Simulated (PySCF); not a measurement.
**A small calculation by hand: oscillator strength and radiative lifetime**

sulfuric acid (H2O4S), SMILES O=S(=O)(O)O.

Geometry: TPSSh-D3(BJ)/def2-SVP. The values are those of a single conformer.

TDA-PBE/def2-SVPD in PySCF puts the first singlet state with f over 0.02 at 8.15 eV (vertical), with the transition dipole (0.000, 0.000, -0.523) in atomic units.

Question: Find the oscillator strength, the wavelength and the radiative lifetime that this transition would have in vacuum if emission retraced absorption.

Answer: 
|μ|² = 0.2735 au, so |μ| = 1.33 D. ΔE = 8.15/27.211 = 0.2995 hartree. f = (2/3) ΔE |μ|² = 0.055 (the program prints 0.055).
λ = 1239.84/8.15 = 152 nm; ν = 65734 cm⁻¹.
Einstein's coefficient A = 0.6670 ν² f s⁻¹ (ν in cm⁻¹) = 1.6e8 s⁻¹, so τ = 1/A = 6.4 ns. This state is S6; the lower singlets have f = 0.003, 0.001, 0.000, 0.000, 0.001. The figure is the radiative limit of this one transition; relaxation, internal conversion, crossing to triplets and a medium change what is measured.
